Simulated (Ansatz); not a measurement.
Molecule: TlCl (charge 0, singlet). 
Coordinates optimised at B3LYP-D3(BJ)/def2-TZVP (Ansatz, a quantum-chemistry and plane-wave program):
SMILES: [Cl][Tl]
```xyz
2

Tl     0.0000     0.0000    -0.4393
Cl     0.0000     0.0000     2.0929
```

Parts of the frozen-core correlation energy in def2-SVP (Ansatz, hartree). Frozen orbitals: 14; correlated occupied orbitals by spin: 5 and 5; virtual: 25 and 25. Spin-orbit coupling is left out. In def2 rows, elements after Kr have scalar-relativistic effective core potentials.

| term | value |
|---|---|
| reference (HF) | -630.94625 |
| MP2 opposite-spin | -0.12268 |
| MP2 same-spin | -0.04095 |
| CCSD correlation | -0.18273 |
| (T) | -0.00393 |
| CCSDT minus CCSD(T) | -0.00045 |
| CCSDT(Q) minus CCSD(T) | -0.00087 |
| T1 diagnostic | 0.015 |
| largest doubles amplitude | 0.045 |
